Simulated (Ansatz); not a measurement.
Job for Ansatz (a first-principles code): R-r2SCAN/def2-TZVPPD on C3H4O2 (a complex). Files ending in .json are basis or fitting sets from the Basis Set Exchange.

Ansatz 0.2 input:
```yaml
crystal:
  periodic: [false, false, false]
  atoms:
    - {symbol: C, position_ang: [0.57984850, 0.20706780, -0.08788146]}
    - {symbol: C, position_ang: [-0.17331032, -0.55440019, 0.45032234]}
    - {symbol: H, position_ang: [1.24333082, 0.87422337, -0.58317410]}
    - {symbol: H, position_ang: [-0.83124366, -1.21117353, 0.97044363]}
    - {symbol: O, position_ang: [-0.98883106, -0.95809852, 3.51586673]}
    - {symbol: C, position_ang: [-0.29865297, -0.09554567, 3.98787041]}
    - {symbol: O, position_ang: [0.51643671, 0.71296691, 3.30597955]}
    - {symbol: H, position_ang: [-0.25017668, 0.14123371, 5.05891226]}
    - {symbol: H, position_ang: [0.46323516, 0.49106359, 2.35391234]}
basis:
  gaussian:
    orbitals: def2-TZVPPD.json
hamiltonian:
  xc: {name: r2SCAN}
scf: {lower_state_search: off}
```

The log:

```
WARN ansatz: RAYON_NUM_THREADS=2 ignored (pool sized by the plan → 2); use --threads N
Functional definition: r2SCAN
these checks for a lower state are left out or cut short: stability, starts, cluster_reference, orbital_swaps, neighbouring_geometries, increment
integrals: 0.16 GiB planned
1126 factors; their error is unknown
mean field: 1.30 GiB planned
mean field evaluation 1: about -7257.6118 eV, gradient 7.2e1 eV
mean field evaluation 2: about -7246.4648 eV, gradient 1.0e2 eV
mean field evaluation 4: about -7267.2089 eV, gradient 8.6e0 eV
mean field evaluation 8: about -7267.3374 eV, gradient 5.6e-2 eV
mean field evaluation 16: about -7267.3122 eV, gradient 2.2e-4 eV
mean field -7267.31224497 eV, -267.0687990417 hartree, gradient 6.5e-6 eV, S^2 0.000000; 0 other end points of the search recorded, 0 dependent functions left out
reference -7267.31226264 eV, -267.0687996908 hartree; 19, 19 occupied and 240, 240 virtual orbitals, 1126 factors
Total energy: -7267.31226264 eV, -267.0687996908 hartree
Checks for a lower state left out: stability, starts, cluster_reference, orbital_swaps, neighbouring_geometries, increment
```

Self-consistency was reached.

Cost: about 4 core-seconds (a rough figure).
